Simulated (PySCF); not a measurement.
## Fractional electron number in Ge⁻ (germanium, charge -1)

The 4p alpha orbital of [Ar] 3d10 4s2 4p3 is emptied in steps (occupation f), with all orbitals relaxed, ending at [Ar] 3d10 4s2 4p2. Computed with PySCF 2.14 in aug-cc-pVDZ-PP with ECP10MDF (5s4p3d, 32 functions), with a scalar-relativistic core potential. The exact energy is a straight line in f; departures are measured from the line between the end points of the same method.

| f | UHF (eV) | LDA (eV) | PBE (eV) | PBE0 (eV) | r2SCAN (eV) | LC-wPBE (eV) | BHandHLYP (eV) | wB97X (eV) | HSE06 (eV) | MN15 (eV) |
| --- | --- | --- | --- | --- | --- | --- | --- | --- | --- | --- |
| 1 | 0.000 | 0.000 | 0.000 | 0.000 | 0.000 | 0.000 | 0.000 | 0.000 | 0.000 | 0.000 |
| 0.75 | 0.125 | -0.507 | -0.496 | -0.346 | -0.472 | 0.061 | -0.199 | 0.027 | -0.416 | -0.264 |
| 0.5 | 0.151 | -0.700 | -0.679 | -0.471 | -0.638 | 0.077 | -0.274 | 0.026 | -0.566 | -0.356 |
| 0.25 | 0.104 | -0.540 | -0.521 | -0.359 | -0.482 | 0.057 | -0.211 | 0.013 | -0.432 | -0.267 |
| 0 | 0.000 | 0.000 | 0.000 | 0.000 | 0.000 | 0.000 | 0.000 | 0.000 | 0.000 | 0.000 |

| method | E(f=0) − E(f=1) (eV) | −ε at f=1 (eV) | −ε at f=0.5 (eV) |
| --- | --- | --- | --- |
| UHF | 0.848 | 1.592 | 0.793 |
| LDA | 1.520 | -1.084 | 1.431 |
| PBE | 1.395 | -1.168 | 1.328 |
| PBE0 | 1.369 | -0.430 | 1.335 |
| r2SCAN | 1.484 | -0.979 | 1.459 |
| LC-wPBE | 1.307 | 1.661 | 1.296 |
| BHandHLYP | 1.111 | 0.095 | 1.078 |
| wB97X | 1.037 | 1.220 | 1.001 |
| HSE06 | 1.375 | -0.792 | 1.331 |
| MN15 | 1.328 | -0.060 | 1.318 |

Orbital energy along the path (eV):

```json
{"f": "1", "UHF": "-1.592", "LDA": "1.084", "PBE": "1.168", "PBE0": "0.430", "r2SCAN": "0.979", "LC-wPBE": "-1.661", "BHandHLYP": "-0.095", "wB97X": "-1.220", "HSE06": "0.792", "MN15": "0.060"}
{"f": "0.75", "UHF": "-1.130", "LDA": "-0.094", "PBE": "-0.015", "PBE0": "-0.414", "r2SCAN": "-0.193", "LC-wPBE": "-1.454", "BHandHLYP": "-0.551", "wB97X": "-1.078", "HSE06": "-0.228", "MN15": "-0.609"}
{"f": "0.5", "UHF": "-0.793", "LDA": "-1.431", "PBE": "-1.328", "PBE0": "-1.335", "r2SCAN": "-1.459", "LC-wPBE": "-1.296", "BHandHLYP": "-1.078", "wB97X": "-1.001", "HSE06": "-1.331", "MN15": "-1.318"}
{"f": "0.25", "UHF": "-0.536", "LDA": "-2.906", "PBE": "-2.744", "PBE0": "-2.308", "r2SCAN": "-2.756", "LC-wPBE": "-1.154", "BHandHLYP": "-1.654", "wB97X": "-0.975", "HSE06": "-2.500", "MN15": "-2.053"}
{"f": "0", "UHF": "-0.334", "LDA": "-4.467", "PBE": "-4.219", "PBE0": "-3.302", "r2SCAN": "-4.070", "LC-wPBE": "-1.004", "BHandHLYP": "-2.264", "wB97X": "-1.005", "HSE06": "-3.707", "MN15": "-2.708"}
```

At f = 1 the orbital energy is positive for LDA, PBE, PBE0, r2SCAN, HSE06, MN15: only the finite basis holds the electron.

Reference removal energy between the ground levels: 1.233 eV (measured; photodetachment measurements, as compiled on the Wikipedia data page of electron affinities). The calculation has no spin-orbit coupling. UHF lacks correlation.
